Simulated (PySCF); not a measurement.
H6OSiTi, SMILES [SiH3][O][TiH3], multiplicity 1. Heavy atoms are numbered as in [TiH3:1][O:5][SiH3:6]. Hydrogens are named by the atom that carries them.

Coordinates come from a B3LYP-D3(BJ)/def2-SVP optimisation. The geometry has at least one imaginary mode, so it is a saddle point at that level. The spin state was assumed, not searched. The structure was generated by enumeration; whether it is a known compound was not checked.

Computed with PySCF with PBE/pcSseg-1.

GIAO shieldings, no solvent; atoms alike by connectivity are averaged. δ = σ(ref) − σ: ¹H against TMS (σ = 31.49 ppm); ¹⁷O against H2O (σ = 334.3 ppm); ²⁹Si against TMS (σ = 335.4 ppm), references at their B3LYP-D3(BJ)/def2-TZVP geometries, non-relativistic.

Computed chemical shifts:
```tsv
nucleus	atoms	count	δ (ppm)
¹H	H on Ti1	3	8.28
¹H	H on Si6	3	6.07
¹⁷O	O5	1	431.5
²⁹Si	Si6 (SiH3)	1	-22.3
```
